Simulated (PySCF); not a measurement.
Species: C4H11GaO.
SMILES with atom numbers: `[GaH3-:1][O+:2]1[CH2:3][CH2:4][CH2:5][CH2:6]1` (hydrogens: H7, H8, H9 on Ga1; H10, H11 on C3; H12, H13 on C4; H14, H15 on C5; H16, H17 on C6)

Cartesian coordinates in Å at the PBE0-D3(BJ)/def2-SVP level; atoms count from 1:
```xyz
17
C4H11GaO angstrom
Ga     2.3845    0.5075   -0.3499
O      0.6237    0.0551    0.7489
C     -0.2037    1.1491    1.1495
C     -1.2953    1.2416    0.0818
C     -1.2988   -0.1545   -0.5753
C     -0.2559   -0.9374    0.2184
H      1.6681    1.1431   -1.6168
H      2.9219   -0.9719   -0.4775
H      3.0256    1.4997    0.6971
H     -0.6188    0.9169    2.1450
H      0.4368    2.0365    1.2323
H     -1.0499    2.0162   -0.6572
H     -2.2647    1.5023    0.5292
H     -1.0006   -0.0833   -1.6303
H     -2.2824   -0.6430   -0.5369
H     -0.7061   -1.4843    1.0648
H      0.3488   -1.6360   -0.3740
```

Theory: core-valence-separated Tamm–Dancoff BHandHLYP/aug-pcX-1 (pcseg-1 on H, def2-SVPD on Ga) in PySCF, non-relativistic, gas phase, PBE0-D3(BJ)/def2-SVP geometry. The energies are unshifted.

The lowest roots of each edge with f over 0.003 (five at most, numbered afresh; weaker and dark ones are left out), with transition dipoles (au) in the frame of the coordinates:

| root | edge | E (eV) | f | μx | μy | μz |
| --- | --- | --- | --- | --- | --- | --- |
| 1 | C | 285.73 | 0.0075 | -0.0127 | 0.0278 | 0.0114 |
| 2 | C | 285.74 | 0.0256 | -0.0585 | 0.0009 | -0.0153 |
| 3 | C | 286.22 | 0.0141 | 0.0228 | 0.0285 | -0.0260 |
| 4 | C | 286.25 | 0.0323 | 0.0392 | 0.0150 | -0.0534 |
| 5 | C | 286.72 | 0.0528 | 0.0398 | -0.0666 | -0.0387 |
| 6 | O | 534.77 | 0.0498 | 0.0013 | 0.0562 | 0.0254 |
| 7 | O | 535.13 | 0.0130 | -0.0309 | -0.0013 | 0.0057 |
| 8 | O | 535.55 | 0.0175 | -0.0351 | -0.0042 | 0.0093 |
| 9 | O | 535.98 | 0.0052 | 0.0030 | 0.0075 | -0.0181 |
| 10 | O | 536.25 | 0.0079 | 0.0007 | 0.0224 | 0.0101 |

Problem. Molecules are fixed in this frame and the field points along x. What effective strengths 3 f cos²θ do the roots have (θ between field and μ)?

Solution. root 1 (C4 + C5): 0.003, root 2 (C4 + C5): 0.072, root 3 (C4/C5): 0.011, root 4 (C4/C5): 0.032, root 5 (C3/C6): 0.033, root 6 (O2): 0.000, root 7 (O2): 0.038, root 8 (O2): 0.048, root 9 (O2): 0.000, root 10 (O2): 0.000. Root 2 is the strongest. Averaged over all orientations cos²θ is 1/3, which gives f back.

 The BHandHLYP/aug-pcX-1 (pcseg-1 on H, def2-SVPD on Ga) calculation is non-relativistic and has no spin–orbit coupling, an omission that weighs most on gallium.

On Arm Neoverse N1, one thread, shared host with 64 logical CPUs at a one-minute load of 58, this took 52 s and 0.97 GiB of memory at its peak.

One conformer stands for the species.
